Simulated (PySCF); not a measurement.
A PySCF script (with the pyscf-properties extension) for the NMR shieldings of `C(=C)(C)/C=C\BF`, C5H8BF, on a GFN2-xTB geometry:

```python
import basis_set_exchange as bse
import numpy as np
from pyscf import gto, dft
from pyscf.prop import nmr

atoms = """
C    -1.824808    1.415058   -0.114659
C    -0.804853    0.551505   -0.138206
C    -0.917732   -0.747782   -0.873823
C     0.427715    0.899105    0.546531
C     1.535960    0.156808    0.721987
B     1.864730   -1.322624    0.422264
F     3.134473   -1.620898    0.188035
H    -1.769873    2.348409    0.420095
H    -2.755728    1.208359   -0.614739
H    -1.050940   -1.564895   -0.168430
H    -0.012310   -0.942920   -1.444410
H    -1.771228   -0.731520   -1.546989
H     0.432371    1.919366    0.917830
H     2.366902    0.685281    1.183436
H     1.140908   -2.245261    0.479165
"""
names = dict.fromkeys(["C", "B", "F", "H"], "pcSseg-1")
basis = {el: gto.basis.parse(bse.get_basis(n, elements=[el], fmt="nwchem")) for el, n in names.items()}
mol = gto.M(atom=atoms, basis=basis, charge=0, verbose=0)
mf = dft.RKS(mol, xc="PBE0")
mf.grids.level = 2
mf.grids.alignment = dft.numint.BLKSIZE   # the property module wants whole blocks of grid points
mf.conv_tol = 1e-9
mf.kernel()

calc = nmr.RKS(mf)   # GIAO
C = mf.mo_coeff
Co = C[:, mf.mo_occ > 0]
resp = mf.gen_response(singlet=True, hermi=2)
def vind(x):   # induced exchange potential for any number of trial vectors
    d = np.einsum("pi,xij,qj->xpq", C, 2 * x.reshape(-1, C.shape[1], Co.shape[1]), Co, optimize=True)
    return np.einsum("xpq,pi,qj->xij", resp(d - d.transpose(0, 2, 1)), C, Co, optimize=True).ravel()
mo1, _ = nmr.rhf.solve_mo1(calc, with_cphf=vind)
sigma = calc.kernel(mo1)
for i, s in enumerate(sigma):   # ppm
    w = np.linalg.eigvalsh((s + s.T) / 2)
    print("%2d %-2s iso %8.1f  s11 %8.1f  s22 %8.1f  s33 %8.1f" % (i, mol.atom_pure_symbol(i), w.mean(), *w))
```

Q: Give the expected output.

A: 
```
 0 C  iso     53.9  s11    -47.0  s22     65.1  s33    143.8
 1 C  iso     33.2  s11    -81.1  s22     20.7  s33    160.0
 2 C  iso    160.8  s11    148.5  s22    156.4  s33    177.5
 3 C  iso     21.1  s11    -97.4  s22     22.9  s33    137.9
 4 C  iso     52.1  s11    -51.9  s22     48.8  s33    159.6
 5 B  iso     52.9  s11      4.5  s22     61.7  s33     92.4
 6 F  iso    186.7  s11     -3.0  s22     81.8  s33    481.5
 7 H  iso     26.1  s11     23.2  s22     25.3  s33     29.8
 8 H  iso     26.0  s11     23.0  s22     25.0  s33     29.9
 9 H  iso     29.4  s11     26.2  s22     27.3  s33     34.6
10 H  iso     29.9  s11     26.3  s22     29.3  s33     34.2
11 H  iso     29.6  s11     25.4  s22     28.9  s33     34.5
12 H  iso     24.3  s11     21.7  s22     22.6  s33     28.6
13 H  iso     25.7  s11     23.6  s22     24.6  s33     28.8
14 H  iso     26.0  s11     23.6  s22     25.7  s33     28.8
```

These numbers come from an equivalent density-fitted implementation of the same equations, which agrees with the script to about 0.01 ppm for H and up to a few tenths of a ppm for heavy atoms, so last digits may differ.

Size and cost of the density-fitted run: 159 basis functions, 35 s wall time on 1 thread of an Arm Neoverse N1, shared host; peak memory 0.73 GiB.
